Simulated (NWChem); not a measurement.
The numbers come from NWChem runs, not from measurements. System: C₃H₃Cl, charge 0, spin multiplicity 1, at a geometry optimised with PBE0/def2-SVP. The structure started from a generated list of species. Level: G0W0@PBE/def2-SVP, RI basis def2-svp-rifit.

Job file:

```
start mol
memory heap 200 mb stack 700 mb global 1700 mb
geometry units angstroms nocenter noautoz
  C      2.316098     0.443171     0.000000
  C      1.012357     0.535200     0.000000
  C     -0.290564     0.647140     0.000000
  Cl    -1.364415    -0.716117     0.000000
  H      2.883720     0.402964    -0.936593
  H      2.883720     0.402964     0.936593
  H     -0.799733     1.614986     0.000000
  symmetry group Cs
end
basis spherical
  * library def2-svp
end
basis "ri basis" bse spherical
  * library def2-svp-rifit
end
dft
  xc xpbe96 cpbe96
  iterations 100
  direct
  tolerances tight
end
task dft energy
gw
  states alpha occ 4 vir 2
end
task dft gw
```

NWChem printed:

```
             Northwest Computational Chemistry Package (NWChem) 7.3.0
             --------------------------------------------------------

                                NWChem Input Module
                                -------------------

 Scaling coordinates for geometry "geometry" by  1.889725989
 (inverse scale =  0.529177249)

 Turning off AUTOSYM since
 SYMMETRY directive was detected!

                             Geometry "geometry" -> ""
                             -------------------------

 Output coordinates in angstroms (scale by  1.889725989 to convert to a.u.)

  No.       Tag          Charge          X              Y              Z
 ---- ---------------- ---------- -------------- -------------- --------------
    1 C                    6.0000     2.31609800     0.44317100     0.00000000
    2 C                    6.0000     1.01235700     0.53520000     0.00000000
    3 C                    6.0000    -0.29056400     0.64714000     0.00000000
    4 Cl                  17.0000    -1.36441500    -0.71611700     0.00000000
    5 H                    1.0000     2.88372000     0.40296400    -0.93659300
    6 H                    1.0000     2.88372000     0.40296400     0.93659300
    7 H                    1.0000    -0.79973300     1.61498600     0.00000000

 Effective nuclear repulsion energy (a.u.)     126.0179018549

            Nuclear Dipole moment (a.u.)
            ----------------------------
        X                 Y               Z
 ---------------- ---------------- ----------------
    -0.0000037795    -0.0000170075     0.0000000000

      Symmetry information
      --------------------

 Group name             Cs
 Group number              2
 Group order               2
 No. of unique centers     6

      Symmetry unique atoms

     1    2    3    4    5    7


 Summary of "ao basis" -> "" (spherical)
 ------------------------------------------------------------------------------
       Tag                 Description            Shells   Functions and Types
 ---------------- ------------------------------  ------  ---------------------
 *                          def2-svp                  on all atoms

 new library libraries.bse/

 Summary of "ri basis" -> "" (spherical)
 ------------------------------------------------------------------------------
       Tag                 Description            Shells   Functions and Types
 ---------------- ------------------------------  ------  ---------------------
 *                       def2-svp-rifit               on all atoms

  pbe96 is a nonlocal functional; adding pw91lda local functional.

                                 NWChem DFT Module
                                 -----------------

 Summary of "ao basis" -> "ao basis" (spherical)
 ------------------------------------------------------------------------------
       Tag                 Description            Shells   Functions and Types
 ---------------- ------------------------------  ------  ---------------------
 C                          def2-svp                 6       14   3s2p1d
 Cl                         def2-svp                 8       18   4s3p1d
 H                          def2-svp                 3        5   2s1p

 Summary of "ao basis" -> "ao basis" (spherical)
 ------------------------------------------------------------------------------
       Tag                 Description            Shells   Functions and Types
 ---------------- ------------------------------  ------  ---------------------
[...]
    55      0.448087  4 Cl pz                20     -0.356941  2 C  pz
    34     -0.330035  3 C  pz                52      0.310896  4 Cl pz
    23     -0.228558  2 C  pz                37     -0.202795  3 C  pz
    49      0.179551  4 Cl pz                61     -0.132964  5 H  s
    66      0.132964  6 H  s                 62     -0.098596  5 H  s

 Vector   20  Occ=0.000000D+00  E=-5.703368D-02  Symmetry=a'
              MO Center=  1.0D+00,  3.5D-01, -5.9D-15, r^2= 3.5D+00
   Bfn.  Coefficient  Atom+Function         Bfn.  Coefficient  Atom+Function
  ----- ------------  ---------------      ----- ------------  ---------------
     8      0.507018  1 C  py                 5      0.406409  1 C  py
    19     -0.395295  2 C  py                22     -0.390144  2 C  py
    53     -0.309214  4 Cl px                54     -0.310751  4 Cl py
    46     -0.232734  4 Cl s                 36     -0.231242  3 C  py
    72      0.199913  7 H  s                 33     -0.179343  3 C  py

 Vector   21  Occ=0.000000D+00  E=-3.036647D-02  Symmetry=a"
              MO Center=  6.7D-01,  5.0D-01,  7.8D-16, r^2= 3.1D+00
   Bfn.  Coefficient  Atom+Function         Bfn.  Coefficient  Atom+Function
  ----- ------------  ---------------      ----- ------------  ---------------
    37     -0.561045  3 C  pz                23      0.530603  2 C  pz
    20      0.454533  2 C  pz                34     -0.437630  3 C  pz
    62      0.379965  5 H  s                 67     -0.379965  6 H  s
    55      0.232596  4 Cl pz                61      0.174273  5 H  s
    66     -0.174273  6 H  s                  9      0.151110  1 C  pz

 Vector   22  Occ=0.000000D+00  E= 4.113125D-02  Symmetry=a'
              MO Center= -5.3D-01,  8.2D-01,  5.6D-15, r^2= 4.2D+00
   Bfn.  Coefficient  Atom+Function         Bfn.  Coefficient  Atom+Function
  ----- ------------  ---------------      ----- ------------  ---------------
    31      1.494632  3 C  s                 72     -1.342689  7 H  s
     3      0.675631  1 C  s                 17     -0.583948  2 C  s
    54     -0.501648  4 Cl py                30      0.468261  3 C  s
    46     -0.457444  4 Cl s                 35     -0.416001  3 C  px
    62     -0.322529  5 H  s                 67     -0.322529  6 H  s

 center of mass
 --------------
 x =  -0.15964100 y =  -0.07906510 z =   0.00000000

 moments of inertia (a.u.)
 ------------------
         119.083966643444        -183.941665004017           0.000000000000
        -183.941665004017         576.472411255282           0.000000000000
           0.000000000000           0.000000000000         682.928086193190

     Multipole analysis of the density
     ---------------------------------

     L   x y z        total         alpha         beta         nuclear
     -   - - -        -----         -----         ----         -------
     0   0 0 0     -0.000000    -19.000000    -19.000000     38.000000

     1   1 0 0      0.437625      0.218815      0.218815     -0.000004
     1   0 1 0      0.347188      0.173603      0.173603     -0.000017
     1   0 0 1      0.000000      0.000000      0.000000      0.000000

     2   2 0 0    -19.754833   -166.576719   -166.576719    313.398605
     2   1 1 0     -0.401573    -46.489134    -46.489134     92.576694
     2   1 0 1     -0.000000     -0.000000     -0.000000      0.000000
     2   0 2 0    -22.147444    -41.536184    -41.536184     60.924924
     2   0 1 1     -0.000000     -0.000000     -0.000000      0.000000
     2   0 0 2    -22.535343    -14.400232    -14.400232      6.265121

 Task  times  cpu:        2.7s     wall:        2.7s

                                NWChem Input Module
                                -------------------

                                 NWChem GW Module
                                 ----------------

                             ***********************
                             ***        GW       ***
                             ***********************

 Summary of "ri basis" -> "ri basis" (spherical)
 ------------------------------------------------------------------------------
       Tag                 Description            Shells   Functions and Types
 ---------------- ------------------------------  ------  ---------------------
 C                       def2-svp-rifit             16       48   6s5p4d1f
 Cl                      def2-svp-rifit             20       62   8s5p5d2f
 H                       def2-svp-rifit              6       14   3s2p1d

                 Memory Information
                 ------------------
          Available GA per process is          1700.0 MBs
          Available stack per process is        700.0 MBs
          Available heap per process is           0.0 MBs

          Peak memory in Initialization
              Peak GA per process is                  3.4 MBs
              Peak stack per process is               0.0 MBs
              Peak heap per process is                3.7 MBs
              Memory not in MA per process            0.0 MBs

          Peak memory in AFF Calculation
              Peak GA per process is                 13.6 MBs
              Peak stack per process is               8.6 MBs
              Peak heap per process is                0.0 MBs
              Memory not in MA per process            8.6 MBs

          Computing 2-center integrals
          Computing Inverse Cholesky factor
          Computing 3-center integrals
          Computing V_xc ...

          Computing Sigma_x
          Computing RPA polarizability
          Solving quasiparticle equations

                  Alpha Orbitals
          State     Energy (eV)     Error (eV)
          -----------------------------------
@GW        16        -11.278           0.002
@GW        17        -10.178           0.002
@GW        18         -9.703           0.002
@GW        19         -8.734           0.002
@GW        20          2.092           0.002
@GW        21          2.631           0.002

   Applying  -2.7431 eV scissor-shift to rest of particle states

   Applying   3.6442 eV scissor-shift to rest of hole states

     GW Timing Statistics
   ------------------------
   Init.   :          0.0s
     ERIs  :          0.2s
     Distr.:          0.0s
     Vxc   :          0.1s
   Sigma_x :          0.0s
   RPA     :          0.2s
   Wmn     :          0.0s
   Sigma_c :          0.0s
   GW total:          0.6s

 Task  times  cpu:        0.6s     wall:        0.6s

 Total times  cpu:        3.3s     wall:        3.3s
```
